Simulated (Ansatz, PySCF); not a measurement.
Molecule: GeSiH3, net charge 0, doublet state. SMILES: [SiH2]=[GeH]
Geometry: optimised at B3LYP-D3(BJ)/def2-TZVP (Ansatz, a program for electronic structure).

Unscaled harmonic wavenumbers (cm⁻¹) in rising order, each level at the stationary point that it reaches from this structure (no distance between atoms moves by over 0.3 Å); the order of modes can differ between levels, and a negative number is imaginary. B3LYP-D3(BJ)/def2-TZVP (PySCF, at the structure above): 185, 349, 367, 370, 656, 965, 1881, 2176, 2200.

HF/3-21G (Ansatz): -518, 329, 369, 379, 731, 955, 1945, 2270, 2286. Zero-point energy 13.2 against 13.1 kcal/mol; where all levels lie over 400 cm⁻¹, the wavenumbers are on average 1.044 times those of B3LYP-D3(BJ)/def2-TZVP. This level finds the structure a saddle point. The zero-point energy leaves imaginary modes out.

HF/6-31G* with LANL2DZ past Ar (Ansatz): -686, 360, 388, 420, 732, 1016, 1963, 2369, 2386. Zero-point energy 13.8 against 13.1 kcal/mol; where all levels lie over 400 cm⁻¹, the wavenumbers are on average 1.077 times those of B3LYP-D3(BJ)/def2-TZVP. This level finds the structure a saddle point. The zero-point energy leaves imaginary modes out.

B3LYP/6-31G* with LANL2DZ past Ar (Ansatz): 29, 332, 368, 375, 669, 963, 1827, 2196, 2229. Zero-point energy 12.8 against 13.1 kcal/mol; where all levels lie over 400 cm⁻¹, the wavenumbers are on average 1.002 times those of B3LYP-D3(BJ)/def2-TZVP.
